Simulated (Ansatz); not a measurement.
`[SH][Hf]([Cl])([Cl])[Cl]` + CH₃OH → `C[O][Hf]([SH])([Cl])[Cl]` + HCl  (ligand exchange at the Hf–Cl bond)

Program: Ansatz. Geometries: PBE0-D4/def2-TZVP. ΔE: electronic, gas phase. CCSD(T)/CBS adds triple-zeta CCSD(T) − MP2 to the extrapolated MP2 energy (def2 sets, frozen cores). This one scheme is used for every species. DFT in def2-TZVPP. Elements past krypton have def2 core potentials. For Hf outer-core shells are correlated without core-valence functions, which leaves a few kJ/mol of doubt a bond. Each species was taken in one conformer, which may not be the lowest.

`[SH][Hf]([Cl])([Cl])[Cl]`:

Cartesian coordinates in Å:
```
S 0.516 -1.387 1.317
Hf 0.008 0.487 -0.118
Cl 0.870 2.356 0.947
Cl 0.985 0.143 -2.199
Cl -2.296 0.631 -0.398
H -0.083 -2.231 0.451
```

CH₃OH:

Z-matrix (Å, degrees):
```
C
O 1 1.409
H 1 1.097 2 112.4
H 1 1.090 2 107.0 3 -118.5
H 1 1.097 2 112.4 3 123.0
H 2 0.959 1 108.5 3 -61.6
```

`C[O][Hf]([SH])([Cl])[Cl]`:

Cartesian coordinates in Å:
```
C -1.193 -0.970 -1.059
O -0.292 -0.167 -0.357
Hf 0.923 1.043 0.403
S 1.425 0.199 2.638
Cl 2.878 1.133 -0.890
Cl -0.048 3.174 0.538
H -0.727 -1.345 -1.973
H -1.491 -1.820 -0.439
H -2.083 -0.393 -1.322
H 0.608 -0.855 2.461
```

HCl:

Cartesian coordinates in Å:
```
Cl 0.045 -0.612 0.180
H -0.045 0.612 -0.180
```

```tsv
level	ΔE (eV)
r2SCANh-D4	0.06
RPA@PBE/def2-TZVPP	-0.04
```

**Question.** What does CCSD(T)/CBS give? (An estimate is asked.)

**Answer.** Ansatz gave: +0.03 eV. The listed levels differ from it by 0.03, -0.07 eV.

Largest T1 diagnostic among the species: 0.015.

From BLYP to BHLYP (50 % exact exchange), in def2-TZVPP and without D4, ΔE moves by +0.04 eV. In def2-TZVPP, CCSD(T) changes the Hartree–Fock value by −0.09 eV (the triples alone add +0.00 eV) and MP2 by −0.06 eV.
